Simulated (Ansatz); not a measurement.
`FC[BH][SnH3]` + `CF` → `FBCF` + `[CH3][SnH3]`  (formal exchange of groups at a B–Sn bond)

Isolated molecules relaxed with PBE0-D4/def2-TZVP in Ansatz; ΔE leaves out vibrations. CCSD(T)/CBS is the MP2 limit (def2-TZVPP, def2-QZVPP) plus CCSD(T) − MP2 in def2-TZVPP, frozen cores. This one scheme is used for every species. Functionals use def2-TZVPP. def2 core potentials past Kr. For Sn outer-core shells are correlated without core-valence functions, which leaves a few kJ/mol of doubt a bond. Each species was taken in one conformer, which may not be the lowest.

Task: Is it downhill or uphill in electronic energy at CCSD(T)/CBS, and by how much? (Best estimate.)

Result: Computed: Downhill: ΔE = -223.1 kJ/mol.

Task: What do these levels give: PBE-D4, r2SCAN-D4, ωB97X-V, ωB97M-V, B2PLYP, r2SCAN, PBE0, HF/def2-TZVPP, CCSD/def2-TZVPP, MP2/def2-QZVPP, SCS-MP2/def2-QZVPP, HF/CBS(def2)? (An estimate is asked.)

Result: Ansatz gave: PBE-D4 -211.4, r2SCAN-D4 -220.8, ωB97X-V -217.3, ωB97M-V -222.4, B2PLYP -225.6, r2SCAN -221.3, PBE0 -216.3, HF/def2-TZVPP -223.0, CCSD/def2-TZVPP -223.7, MP2/def2-QZVPP -233.9, SCS-MP2/def2-QZVPP -228.9, HF/CBS(def2) -223.9 kJ/mol.

Largest T1 diagnostic among the species: 0.013.

From PBE to PBE0 (25 % exact exchange), in def2-TZVPP and without D4, ΔE moves by −3.6 kJ/mol.
